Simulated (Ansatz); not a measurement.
Consider the silylene formation by 1,1-elimination: `N[SiH](Cl)N[SiH3]` → `NN[SiH3]` + `[SiH]Cl`.

Program: Ansatz. Geometries: PBE0-D4/def2-TZVP. ΔE: electronic, gas phase. CCSD(T)/CBS adds triple-zeta CCSD(T) − MP2 to the extrapolated MP2 energy (def2 sets, frozen cores). This one scheme is used for every species. Functionals use def2-TZVPP. One conformer a species, not always the lowest.

`N[SiH](Cl)N[SiH3]`:

Z-matrix (Å, degrees):
```
Si
Cl 1 2.073
N 1 1.706 2 103.8
N 1 1.698 2 116.0 3 -120.2
H 1 1.479 2 105.2 3 122.9
Si 3 1.735 1 129.9 2 15.4
H 3 1.010 1 114.8 2 -168.3
H 4 1.008 1 120.8 2 63.6
H 4 1.007 1 119.8 2 -83.2
H 6 1.484 3 111.7 1 50.6
H 6 1.487 3 106.2 1 169.7
H 6 1.485 3 112.5 1 -71.6
```

`NN[SiH3]`:

Cartesian coordinates in Å:
```
N -0.578 1.510 -0.046
N -0.617 0.163 -0.449
Si 0.494 -1.022 0.100
H -0.577 1.584 0.966
H 0.260 1.955 -0.402
H -1.462 -0.058 -0.945
H 0.501 -1.148 1.588
H 1.886 -0.668 -0.298
H 0.092 -2.314 -0.514
```

`[SiH]Cl`:

```xyz
3

Si    0.238   -0.788    0.067
Cl   -0.002    0.951    1.179
H    -0.237   -0.163   -1.246
```

| level | ΔE (kcal/mol) |
| --- | --- |
| B2PLYP | 121.8 |
| PBE | 114.2 |
| SCS-MP2/def2-QZVPP | 128.3 |
| MP2/CBS(def2) | 133.3 |

Q: What does CCSD(T)/CBS give? (An estimate is asked.)

A: Computed: +125.8 kcal/mol. The listed levels differ from it by -4.0, -11.6, 2.5, 7.5 kcal/mol.

Largest T1 diagnostic among the species: 0.013.

In def2-TZVPP, CCSD(T) changes the Hartree–Fock value by +1.1 kcal/mol (the triples alone add +0.4 kcal/mol) and MP2 by +8.6 kcal/mol. From PBE to PBE0 (25 % exact exchange), in def2-TZVPP and without D4, ΔE moves by +6.1 kcal/mol. The D4 term adds +5.3 kcal/mol with B3LYP and +2.9 kcal/mol with PBE0; it sums over pairs of atoms, weighted by their polarisabilities, and B3LYP, whose exchange is more repulsive, gets the larger term.

B3LYP here is the variant with VWN-RPA as its local correlation; programs differ in this.
